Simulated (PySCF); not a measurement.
C₄H₆O₃, SMILES CC1(OCO1)C=O.

The structure is a stationary point at B3LYP-D3(BJ)/def2-SVP. This is a generated structure with no PubChem entry under its InChIKey; it may be hypothetical. The values are those of a single conformer.

Calculation: TDDFT-PBE/def2-SVPD run with PySCF 2.14.0.

Vertical excitations. Gas-phase values at a fixed geometry. State labels are in the subgroup Cs.

Computed excitation energies, oscillator strengths and character:
```tsv
state	symmetry	energy (eV)	λ (nm)	f	main pairs
S1	A"	3.22	385	0.000	HOMO→LUMO 100 %
S2	A"	4.45	278	0.001	HOMO−1→LUMO 100 %
S3	A'	5.13	241	0.030	HOMO−2→LUMO 96 %
S4	A'	5.65	219	0.012	HOMO−3→LUMO 95 %
S5	A'	5.87	211	0.011	HOMO→LUMO+1 98 %
S6	A"	6.15	202	0.000	HOMO→LUMO+2 100 %
S7	A'	6.31	197	0.006	HOMO→LUMO+3 100 %
S8	A'	6.66	186	0.012	HOMO→LUMO+4 99 %
S9	A"	6.87	180	0.001	HOMO−4→LUMO 99 %
S10	A'	7.15	173	0.005	HOMO−1→LUMO+1 99 %
T1	A"	2.75	451	0	HOMO→LUMO 99 %
T2	A"	4.06	306	0	HOMO−1→LUMO 99 %
T3	A'	4.78	259	0	HOMO−2→LUMO 99 %
T4	A'	5.43	228	0	HOMO−3→LUMO 99 %
```
Triplets are in the Tamm–Dancoff approximation, which puts them higher than full response would, so one can lie above its singlet here.
